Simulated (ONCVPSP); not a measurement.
## Reading a pseudo-wave (Ag (Z = 47))

Columns: radius, all-electron u(r) and pseudo u(r) of the 4s shell (level -110.19 eV) of silver in the configuration [Ar] 3d10 4s2 4p6 4d9.5; PBE, scalar-relativistic, ONCV scheme, ONCVPSP 4.0.1.

```csv
r (bohr),all-electron,pseudo
0.095,0.4380,0.1034
0.190,-0.3075,0.2245
0.285,-0.6795,0.3737
0.380,-0.3472,0.5493
0.475,0.2245,0.7366
0.570,0.7258,0.9121
0.665,1.0508,1.0508
0.760,1.2023,1.1336
0.855,1.2209,1.1523
0.950,1.1537,1.1104
1.045,1.0399,1.0209
1.140,0.9072,0.9019
1.235,0.7730,0.7723
1.330,0.6473,0.6472
1.425,0.5350,0.5349
1.520,0.4376,0.4375
1.615,0.3551,0.3550
1.710,0.2862,0.2862
1.805,0.2295,0.2295
1.900,0.1833,0.1832
1.995,0.1458,0.1457
2.090,0.1156,0.1155
2.185,0.0914,0.0914
2.280,0.0721,0.0721
2.375,0.0568,0.0567
2.470,0.0446,0.0446
```

(1) How many radial nodes do the two functions have?

(2) At about which radius was the pseudo-wave matched?

(3) Where does each function peak?

(4) Is the pseudo-wave norm-conserving?

Results:

(1) The all-electron 4s function has n − l − 1 = 3 (the table is too coarse to show those close to the nucleus); the pseudo-wave has 0, since the states of the same l below it are removed with the core.

(2) 1.35 bohr, where the columns begin to agree (steps of 0.10 bohr).

(3) Outermost all-electron maximum near 0.85 bohr, pseudo maximum near 0.85 bohr (to the table’s step).

(4) Yes: the ONCV scheme keeps the norm inside the radius equal to the all-electron one, which fixes the energy derivative of the logarithmic derivative at the level.
